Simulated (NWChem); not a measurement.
# phosphorus nitride (PN); SMILES N#P

```xyz
2

N      0.0000     0.0000     1.0049
P      0.0000     0.0000    -0.4745
```
Atoms are numbered in this order, from 1.

Computed with NWChem. Geometry optimised at PBE0-D3(BJ)/def2-TZVP; all other runs use it. Pople sets run with spherical d functions.

```json
[
 {"quantity": "vertical, lowest excitation, singlet (eV)", "level": "B3LYP/6-31+G*, TDA", "value": "4.91"},
 {"quantity": "first 1s excitation (eV), N K edge, unshifted", "level": "BHandHLYP/def2-TZVP, TDA", "value": "395.4"},
 {"quantity": "vertical ionisation energy, ΔSCF (eV)", "level": "CAM-B3LYP/def2-TZVP", "value": "11.87"},
 {"quantity": "isotropic polarisability (bohr³) at 1065 nm", "level": "PBE0/6-31+G*", "value": "23.6"},
 {"quantity": "dipole in solution (D) in ethanol", "level": "PBE/def2-SVP, SMD", "value": "3.19"},
 {"quantity": "dipole (D)", "level": "PBE0-D3(BJ)/def2-TZVP", "value": "2.84"},
 {"quantity": "highest harmonic frequency (cm⁻¹)", "level": "PBE0-D3(BJ)/def2-TZVP", "value": "1428"}
]
```
